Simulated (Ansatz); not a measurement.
SiH3ClOF2, closed shell: at the start structure of a reaction step.

The input file, in.yaml:

```yaml
crystal:
  periodic: [false, false, false]
  atoms:
    - {symbol: Si, position_ang: [-0.682997, -0.054437, -0.880071]}
    - {symbol: O, position_ang: [0.620162, -0.370876, 0.040305]}
    - {symbol: F, position_ang: [-1.466075, -1.388622, -1.201242]}
    - {symbol: F, position_ang: [-0.239290, 0.540471, -2.274938]}
    - {symbol: H, position_ang: [-1.531034, 0.888626, -0.154577]}
    - {symbol: H, position_ang: [0.928957, 0.404925, 1.789151]}
    - {symbol: Cl, position_ang: [1.070128, 0.954159, 2.949189]}
    - {symbol: H, position_ang: [1.300050, -0.974245, -0.267818]}
basis:
  gaussian: {orbitals: def2-TZVPP}
hamiltonian: {xc: {name: wB97X-V}}
```

Run by:

```bash
ansatz run in.yaml --threads 4 --pin off --events-out ev --progress --plain --max-ram 9574MiB
```

What Ansatz 0.2.0 printed:

```
Functional definition: wB97X-V
  name "wB97X-V"
  cite "Mardirossian & Head-Gordon, Phys. Chem. Chem. Phys. 16, 9904 (2014) doi:10.1039/C3CP54374A"
  cite "Becke, J. Chem. Phys. 107, 8554 (1997) doi:10.1063/1.475007"
  cite "Vydrov & Van Voorhis, J. Chem. Phys. 133, 244103 (2010) doi:10.1063/1.3521275"
  parameter omega = 0.3/bohr
  parameter cx = 0.167
  parameter cx1 = 0.603
  parameter cx2 = 1.194
  parameter css0 = 0.556
  parameter css1 = -0.257
  parameter cos0 = 1.219
  parameter cos1 = -1.850
  parameter b = 6.0
  parameter c = 0.01
  exchange = spin_sum(e_x_unif_sr(omega)*poly(b97_u_x, 1 - cx, cx1, cx2)) + cx*exact_x_sr(omega) + exact_x_lr(omega)
  correlation = spin_sum(e_c_pw_same_spin*poly(b97_u_same, css0, css1))
      + integral(e_c_pw_opposite_spin*poly(b97_u_opposite, cos0, cos1)) + vv10(b, c)
1241 factors; their error is unknown
235 factors; integrals over basis functions are off by at most 7.1e-5 eV
mean field evaluation 1: about -27928.8921 eV, gradient 5.8e1 eV
mean field evaluation 2: about -27928.9293 eV, gradient 6.1e1 eV
mean field evaluation 4: about -27933.7984 eV, gradient 1.2e0 eV
mean field evaluation 8: about -27933.8081 eV, gradient 3.1e-2 eV
mean field evaluation 16: about -27933.8493 eV, gradient 3.9e-5 eV
mean field -27933.84925500 eV, -1026.5500258783 hartree, gradient 3.9e-5 eV, S^2 0.000000; 0 other end points of the search recorded, 0 dependent functions left out
reference -27933.84925318 eV, -1026.5500258115 hartree; 30, 30 occupied and 189, 189 virtual orbitals, 1241 factors
Total energy: -27933.84925318 eV, -1026.5500258115 hartree
```

Hardware: 4 CPU threads of an Arm Neoverse V2, shared host. Wall time about 5.5 s.
